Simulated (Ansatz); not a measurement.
`FC[SiH](S)Cl` + SiH₄ → `FC[SiH]([SiH3])S` + HCl  (formal exchange of groups at the Si–Cl bond)

Computed with Ansatz on PBE0-D4/def2-TZVP structures; ΔE is electronic, products minus reactants. CCSD(T)/CBS is the MP2 limit (def2-TZVPP, def2-QZVPP) plus CCSD(T) − MP2 in def2-TZVPP, frozen cores. This one scheme is used for every species. DFT in def2-TZVPP. One conformer a species, not always the lowest.

```json
{"species": "`FC[SiH](S)Cl`", "B2PLYP energy (Eh)": "-1287.94502"}
{"species": "SiH₄", "B2PLYP energy (Eh)": "-291.75980"}
{"species": "`FC[SiH]([SiH3])S`", "B2PLYP energy (Eh)": "-1118.97740"}
{"species": "HCl", "B2PLYP energy (Eh)": "-460.68739"}
```

Task: Work out ΔE.

Result: ΔE = (-1118.97740) + (-460.68739) − (-1287.94502) − (-291.75980) = 0.04003 Eh = +105.1 kJ/mol. CCSD(T)/CBS gives +99.7 kJ/mol.

Largest T1 diagnostic among the species: 0.012.

The D4 term adds −3.3 kJ/mol with B3LYP and −2.2 kJ/mol with PBE0; it sums over pairs of atoms, weighted by their polarisabilities, and B3LYP, whose exchange is more repulsive, gets the larger term. In def2-TZVPP, CCSD(T) changes the Hartree–Fock value by −19.4 kJ/mol (the triples alone add −1.6 kJ/mol) and MP2 by −9.7 kJ/mol. From PBE to PBE0 (25 % exact exchange), in def2-TZVPP and without D4, ΔE moves by +4.5 kJ/mol.

B3LYP here is the variant with VWN-RPA as its local correlation; programs differ in this.
